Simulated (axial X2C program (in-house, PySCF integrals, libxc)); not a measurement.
**Worked dissociation energy of InSb: CCSD, spin-free**

Calculated with an axial X2C code built on PySCF integrals. Spin-free means the one-electron spin-free X2C Hamiltonian. Basis: Sb dyall-cv3z [11s12p8d4f1g], In dyall-cv3z [11s12p9d4f1g] (cores contracted in-house); Gaussian nuclei, density fitting, unrestricted open shells. Masses: Sb 120.904 u, In 114.904 u.

Molecular state: M_S = 1, Λ = 0 (beyond evenly filled blocks: π+α, π-α).

Correlated methods: 8 electrons correlated (number of frozen shells: Sb 4 s, 3 p, 2 d; In 4 s, 3 p, 2 d), 320 virtual spin orbitals or spinors in MP2, 90 natural virtuals in coupled cluster.

| Item | Value |
| --- | --- |
| E(Sb) (2M_S = 3, M_L = 0) | -6478.115970 hartree |
| E(In) (2M_S = 1, M_L = 0) | -5878.363518 hartree |
| E(InSb) at Re | -12356.531173 hartree |
| ωe | 142.4 cm⁻¹ |
| ωexe | 0.271 cm⁻¹ |

Task: Work out De and D0.

Result: De = -6478.115970 + (-5878.363518) − (-12356.531173) = 0.05169 hartree = 1.406 eV. The zero-point energy is ωe/2 − ωexe/4 = 71 cm⁻¹ = 0.009 eV, so D0 = 1.398 eV.

Occupations by symmetry block were frozen at the best pattern of an incomplete PBE0 search. Dissociation energies refer to the lowest single-determinant-based atoms at the same level and basis. CCSD ran in a truncated set of natural virtual spinors with an MP2 remainder; without triples it tends to underbind. PBE0 can misorder states that lie within some tenths of an eV, so this need not be the ground state of the molecule. The nearest other spin-free determinant of the search, M_S = 1, Λ = 1, lies 0.41 eV up at the distance of the search. The determinant is spin-polarised beyond a pure state at some levels (its spin-free form has ⟨S²⟩ too high), which makes Re and μ there less reliable. With the outer-core shells frozen, correlated bond lengths of heavy atoms tend to come out a few hundredths of an ångström too long. Spin-free De lacks the spin–orbit lowering of the heavy p-block atom, a tenth of an eV or more for 4p and 5p, up to an eV for 6p and one to two eV for 7p atoms, less what an open-shell molecule gains itself.

Each atomic determinant is the lowest at this level and need not be a pure term. Totals compare only within one Hamiltonian and basis.
